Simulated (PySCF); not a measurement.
# Excitation energy of Ir by level of theory

Ir [Xe] 4f14 5d7 6s2 (4F) → Ir [Xe] 4f14 5d7 6s1 6p1 (high-spin determinant), as a difference of total energies. Computed with PySCF 2.14 in ANO-RCC-VTZP (8s7p5d3f1g, 84 functions), with the spin-free X2C one-electron Hamiltonian (Gaussian nucleus). Correlated levels: valence: [Xe] 4f14 frozen; valence and next inner shell: [Kr] 4d10 4f14 frozen. The calculations carry no spin-orbit coupling.

| method | excitation energy (eV) |
| --- | --- |
| UHF | 2.449 |
| LDA | 4.419 |
| PBE | 4.150 |
| PBE0 | 3.815 |
| r2SCAN | 3.803 |
| MP2 (valence) | 3.768 |
| SCS-MP2 (valence) | 4.036 |
| MP2 (valence and next inner shell) | 3.939 |
| SCS-MP2 (valence and next inner shell) | 4.111 |

Question: How much does correlation contribute at MP2 (valence and next inner shell)?

Answer: 3.939 − (2.449) = 1.490 eV, measured against UHF.

A first-order spin-orbit estimate (lowest level to lowest level, LS coupling) adds 0.314 eV.

The basis was made for the ground configuration and has no added diffuse functions, so the excitation energy can come out too high.

The determinant of the upper state mixes LS terms, which raises its energy above the lowest term, most at the Hartree-Fock and MP2 levels.
